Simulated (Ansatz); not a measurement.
`C=[N][Ga]([Cl])[Cl]` + H₂ → `[Cl][GaH][Cl]` + `C=N` at 298.15 K and 1 bar (hydrogenolysis of a Ga–N bond).

Calculated with Ansatz (gas phase, PBE0-D4/def2-TZVP geometries, no zero-point term in ΔE). CCSD(T)/CBS is the MP2 limit (def2-TZVPP, def2-QZVPP) plus CCSD(T) − MP2 in def2-TZVPP, frozen cores. This one scheme is used for every species. For Ga outer-core shells are correlated without core-valence functions, which leaves a few kJ/mol of doubt a bond. Scalar relativity is left out up to krypton. One conformer a species, not always the lowest.

| species | CCSD(T)/CBS energy (Eh) | H − E (kJ/mol) | S (J/(mol·K)) |
| --- | --- | --- | --- |
| `C=[N][Ga]([Cl])[Cl]` | -2937.54484 | 106.9 | 368.6 |
| H₂ | -1.17544 | 35.1 | 130.4 |
| `[Cl][GaH][Cl]` | -2844.19972 | 38.8 | 300.2 |
| `C=N` | -94.52360 | 115.3 | 227.0 |

H − E and S are ideal-gas, rigid-rotor, harmonic terms from PBE0-D4/def2-TZVP, for one conformer and one mirror image of each species. For small species the MP2-based limit differs from directly extrapolated CCSD(T) by up to some mEh (0.8 for H₂); such offsets cancel only in part. 1 Eh = 2625.50 kJ/mol, R = 8.31446 J/(mol·K).

Problem. By hand: ΔE, ΔH, ΔS and ΔG.

Solution. ΔE = (-2844.19972) + (-94.52360) − (-2937.54484) − (-1.17544) = -0.00304 Eh = -8.0 kJ/mol. Δ(H − E) = 38.8 + 115.3 − 106.9 − 35.1 = 12.1, so ΔH = 4.1 kJ/mol. ΔS = 300.2 + 227.0 − 368.6 − 130.4 = 28.2 J/(mol·K). ΔG = 4.1 − 298.15 × (28.2)/1000 = -4.3 kJ/mol.

Problem. By hand: the equilibrium constant, and the temperature at which ΔG would vanish if ΔH and ΔS stayed fixed.

Solution. log₁₀ K = −ΔG/(RT ln 10) = 0.8. ΔG = 0 at ΔH/ΔS = 145 K, though so small a ΔH makes that figure unsure.

TΔS isn't small against ΔH here. The sign of ΔG lies within the doubt. A doubt of 5 kJ/mol in ΔE shifts log₁₀ K by 0.9 here. Other conformers and mirror images would add mixing entropy, several J/(mol·K) or more a flexible species. Modes under 60 cm⁻¹, often nearly free rotors, make the harmonic entropy too high. These are equilibria of isolated gas molecules and say nothing of rates. Largest T1 diagnostic: 0.013 (customary marks: 0.02 for closed shells, 0.045 for open ones).
